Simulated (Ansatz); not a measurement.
Sn₉Au⁺, relaxed as a singlet with RKS r2SCAN-D4/def2-SVP in Ansatz, starting from the GFN1-xTB geometry. Force threshold 0.03 eV/Å.

In the def2 sets Au, Sn take a core potential; there is no spin–orbit coupling. Another isomer (singlet) lies 0.11 eV lower at PBE0-D4/def2-SVP; other spin states weren't run for this one.

Start:

```xyz
10

Au   -2.9572    0.4302    1.1164
Sn   -1.5973    0.2473   -2.7513
Sn    0.8199    1.6413   -2.0444
Sn   -1.4509   -1.2022    2.4483
Sn    0.6292   -2.3495    0.6661
Sn    1.0917    0.1136    2.3334
Sn    0.7217   -1.4466   -2.1861
Sn    2.4871   -0.0677   -0.2549
Sn   -0.6469    0.1369   -0.0443
Sn    0.9027    2.4967    0.7168
```

Task: Estimate the energy that the relaxation releases and the steps that it takes.

Result: 1.80 eV, in 20 steps; 8.7 min on 6 threads of AMD EPYC on a shared host. No frequencies were taken in this run, so the end may be a saddle point.

Task: Does the start keep its bonding and symmetry?

Result: Bonds lost: Sn3–Sn9, Sn5–Sn8, Sn6–Sn9, Sn8–Sn9, Sn8–Sn10, Sn9–Sn10 (atoms count from 1). Bonds formed: Au1–Sn10, Sn3–Sn6, Sn4–Sn10, Sn6–Sn7 (atoms count from 1).

Task: Predict the relaxed structure.

Result: 
Cartesian coordinates in Å:
```
Au -2.6558 1.1793 1.2336
Sn -0.9448 0.3477 -3.1231
Sn 0.8329 1.6931 -1.2816
Sn -0.9962 -0.5602 2.7402
Sn -0.1925 -2.8027 0.8354
Sn 1.4905 -0.2844 1.2500
Sn 1.0584 -1.4335 -1.7545
Sn 3.3484 0.2791 -0.8937
Sn -1.7651 -0.7077 -0.5378
Sn -0.1759 2.2893 1.5316
```
Bond lengths (bridged metal pairs left out): 18 × Sn–Sn 2.89 to 3.28 Å; 3 × Au–Sn 2.73 to 2.84 Å.
